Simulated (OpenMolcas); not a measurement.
A run on Co4+ among 3 point charges of -3 e arranged as a planar triangle (D3h), 2.01 Å from the ion.
```
   2.0100    0.0000    0.0000  -3.00
  -1.0050    1.7407    0.0000  -3.00
  -1.0050   -1.7407    0.0000  -3.00
```

```json
{
  "Program": "OpenMolcas",
  "Method": "CASSCF",
  "Basis": "ANO-RCC-VDZP [5s4p2d1f]",
  "Scalar Hamiltonian": "DKH2, point nucleus",
  "Active space": "5 electrons in 5 orbitals (3d)",
  "State averaging": "2S+1 = 6 even, 1 root; 2S+1 = 4 even, 24 roots; 2S+1 = 2 even, 75 roots",
  "Spin-orbit coupling": "RASSI with atomic mean-field integrals over the reference wave functions"
}
```

34 basis functions. Blocks (2S+1, parity, CSFs, roots kept): 6, even, 1, 1; 4, even, 24, 24; 2, even, 75, 75.

**Question.** How long do the RASSCF and RASSI steps take on 1 thread of Arm Neoverse V1 (shared host)?

**Answer.** About 25 s of wall time, without the integral step.
